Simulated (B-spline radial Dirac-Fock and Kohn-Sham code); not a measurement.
Electron momentum distribution of Rb²⁹⁺: Compton profiles

System: the Rb²⁹⁺ ion, configuration [He] 2s2 2p4.

Level of theory: the impulse approximation on Dirac-Fock orbitals of the configuration average with a finite nucleus; an atomic code on a B-spline grid. pz is in atomic units of momentum; subshell profiles are per electron, for a selection of subshells; open shells are spread over both j values by their weights.

```csv
pz,J total,J 1s1/2,J 2s1/2,J 2p1/2,J 2p3/2
3,0.3303,0.0222,0.0631,0.0394,0.0402
4,0.3069,0.0219,0.0532,0.0387,0.0394
5,0.2803,0.0215,0.0429,0.0375,0.0381
7,0.2243,0.0204,0.0245,0.0334,0.0337
10,0.1507,0.0183,0.00839,0.0244,0.0243
15,0.07624,0.0144,0.00219,0.0110,0.0107
20,0.04165,0.0105,0.00201,0.00432,0.00404
30,0.01502,0.00509,0.00117,0.000677,0.000594
40,0.006145,0.00235,0.000489,0.000134,0.000111
60,0.001307,0.000545,9.12e-05,1.06e-05,7.66e-06
100,0.0001281,5.59e-05,7.63e-06,< 1e-6,< 1e-6
```

Q: What is the peak value J(0), and which subshell contributes most to it?

A: J(0) = 0.3643. The 2s1/2 subshell gives the largest part, 43 %.

Mean momentum ⟨p⟩ by subshell (a.u.): 1s1/2 32.5, 2s1/2 11.8, 2p1/2 15.7, 2p3/2 15.3.

Values without a named source are computed, but for edge energies of neutral atoms, which are taken from tables.
